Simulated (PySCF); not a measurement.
## Partial charges of `CO[Si@H](O)n1ccc(O)c1`

Species: C₅H₉NO₃Si.
Geometry (GFN2-xTB, Å), atoms numbered from 1 in this order:
```xyz
19
C5H9NO3Si angstrom
C      3.0657   -0.7304    0.2404
O      2.2207    0.2770    0.7108
Si     1.0421    1.1121   -0.0140
O      0.7890    2.4239    0.8905
N     -0.4327    0.1661   -0.0924
C     -0.5853   -1.1923   -0.1258
C     -1.8998   -1.5146   -0.2764
C     -2.6054   -0.2870   -0.3515
O     -3.9581   -0.1827   -0.5034
C     -1.6870    0.7154   -0.2407
H      3.6479   -0.3736   -0.6117
H      3.7422   -1.0020    1.0519
H      2.5016   -1.6130   -0.0671
H      1.3688    1.6243   -1.3353
H      0.8557    2.3883    1.8421
H      0.2632   -1.8387   -0.0250
H     -2.3319   -2.4930   -0.3270
H     -4.1964    0.7498   -0.5263
H     -1.8102    1.7798   -0.2468
```

Density: PBE0/pcSseg-1 (PySCF); schemes: Mulliken, IAO, Hirshfeld and ESP-fitted. Isolated species at its GFN2-xTB geometry (one conformer only). GFN2-xTB frequencies show an imaginary mode (36i cm⁻¹), so this geometry is no minimum at that level.

Do the Mulliken, IAO, Hirshfeld and ESP-fitted schemes agree on where the charge is highest?

All schemes agree: Mulliken Si3 (+1.162); IAO Si3 (+1.432); Hirshfeld Si3 (+0.503); ESP-fitted Si3 (+0.905).

Which atoms carry the lowest charge in the Mulliken, IAO, Hirshfeld and ESP-fitted schemes?

The schemes don't all agree: Mulliken N5 (-0.706); IAO O4 (-0.792); Hirshfeld O4 (-0.304); ESP-fitted O4 (-0.723).

What partial charge does each atom carry?

In e:

```
atom                          environment  Mulliken     IAO  Hirshfeld  ESP-fitted
  C1                       methoxy carbon    -0.005  -0.191     -0.026      -0.116
  O2                   silyl ether oxygen    -0.639  -0.642     -0.226      -0.444
 Si3                 oxygen-bound silicon    +1.162  +1.432     +0.503      +0.905
  O4                       silanol oxygen    -0.545  -0.792     -0.304      -0.723
  N5                pyrrole-type nitrogen    -0.706  -0.381     -0.122      +0.106
  C6  aromatic CH next to a ring nitrogen    +0.166  -0.099     -0.036      -0.431
  C7                   aromatic CH carbon    -0.193  -0.250     -0.110      -0.282
  C8       aromatic carbon bearing oxygen    +0.118  +0.159     +0.033      +0.478
  O9                   phenol-type oxygen    -0.396  -0.484     -0.201      -0.604
 C10  aromatic CH next to a ring nitrogen    +0.091  -0.198     -0.078      -0.662
 H11                      methyl hydrogen    +0.105  +0.136     +0.046      +0.098
 H12                      methyl hydrogen    +0.122  +0.158     +0.053      +0.127
 H13                      methyl hydrogen    +0.102  +0.128     +0.043      +0.061
 H14                        Si–H hydrogen    -0.143  -0.176     -0.079      -0.129
 H15                    hydroxyl hydrogen    +0.251  +0.373     +0.186      +0.445
 H16                    aromatic hydrogen    +0.101  +0.147     +0.045      +0.266
 H17                    aromatic hydrogen    +0.080  +0.164     +0.051      +0.205
 H18        phenol-type hydroxyl hydrogen    +0.233  +0.363     +0.179      +0.438
 H19                    aromatic hydrogen    +0.096  +0.153     +0.043      +0.264
```

Mean size of the charges over all atoms: ESP-fitted 0.357 e, IAO 0.338 e, Mulliken 0.276 e, Hirshfeld 0.125 e. Each set sums to the total charge, 0, to within 0.001 e. The Mulliken scheme gives each basis function's population to the atom it is centred on and halves the overlap population of two atoms between them. The IAO scheme projects the occupied orbitals on a minimal set of polarised atomic orbitals and counts the electrons in each atom's part of it.

Sum the charges by element, for elements with more than one atom.

| element | atoms | Mulliken | IAO | Hirshfeld | ESP-fitted |
| --- | --- | --- | --- | --- | --- |
| C | 5 | +0.177 | -0.579 | -0.218 | -1.013 |
| O | 3 | -1.580 | -1.919 | -0.732 | -1.772 |
| H | 9 | +0.948 | +1.447 | +0.568 | +1.774 |

How closely do the schemes follow one another over all atoms?

Correlation coefficient and root-mean-square difference: IAO with Hirshfeld 0.99, 0.294 e; Mulliken with IAO 0.94, 0.161 e; Mulliken with Hirshfeld 0.93, 0.247 e; Hirshfeld with ESP-fitted 0.87, 0.290 e; IAO with ESP-fitted 0.86, 0.236 e; Mulliken with ESP-fitted 0.68, 0.330 e.

How many electrons does the IAO scheme count on C10?

Z − q = 6 − (-0.198) = 6.198.

The run behind these numbers computed NMR shieldings as well. The run took 81 s of wall time on an Arm Neoverse N1 with one thread, shared host with 64 logical CPUs at a one-minute load of 57, and the process peaked at 1.1 GiB of memory.
